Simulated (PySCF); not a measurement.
Computed shifts of a molecule C4H6ClF, PBE/pcSseg-1 run with PySCF, GIAO, gas phase, atoms alike by connectivity averaged where their shifts nearly agree, in ppm (number of nuclei): ¹³C: 161.1 (1), 122.2 (1), 25.2 (1), 19.3 (1). ¹⁹F: -111.3 (1). ¹H: 2.31 (3), 2.26 (3). References: ¹³C against TMS (σ = 182.0 ppm); ¹⁹F against CFCl3 (σ = 133.6 ppm); ³⁵Cl against HCl (σ = 936.5 ppm); ¹H against TMS (σ = 31.49 ppm), references at their B3LYP-D3(BJ)/def2-TZVP geometries, non-relativistic (without spin–orbit terms, shifts of atoms bonded to Cl or Br come out too high). The structure is a stationary point at B3LYP-D3(BJ)/def2-SVP. Other conformers were not sampled.

### Question
Identify the compound among the candidates.
A) C/C(F)=C(\C)Cl
B) C=C(F)CCCl
C) C[C@@H]1[C@H](F)[C@@H]1Cl
D) F[C@@H]1CC[C@H]1Cl

### Answer
A, C/C(F)=C(\C)Cl
